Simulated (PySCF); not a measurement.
## LuH₃: BP86 against PBE0

Base calculation in PySCF with density fitting and no spin–orbit coupling, BP86/def2-TZVP (scalar-relativistic core potentials): singlet, C3v, Lu–H 1.930 Å (×3); H–Lu–H 113.7° (×3); wavenumbers 265, 576 (×2), 1476 (×2), 1532 cm⁻¹; dipole moment 3.50 D, gap between the highest occupied and lowest empty levels 3.16 eV, polar-tensor charge of Lu 1.36 e.

**Question.** What changes on going to PBE0/def2-TZVP (scalar-relativistic core potentials)?

**Answer.** The point group stays the same. Changes: mean bond to Lu +0.006 Å, smallest bond angle +4.2 degrees, highest wavenumber +30 cm⁻¹, lowest wavenumber -109 cm⁻¹, dipole moment -1.33 D, gap between the highest occupied and lowest empty levels +1.98 eV, polar-tensor charge of Lu +0.14 e. The new structure has Lu–H 1.936 Å (×3); H–Lu–H 117.9° (×3), with wavenumbers 156, 576 (×2), 1498 (×2), 1562 cm⁻¹.

The structures come from searches over a few start shapes, so lower isomers are not excluded.
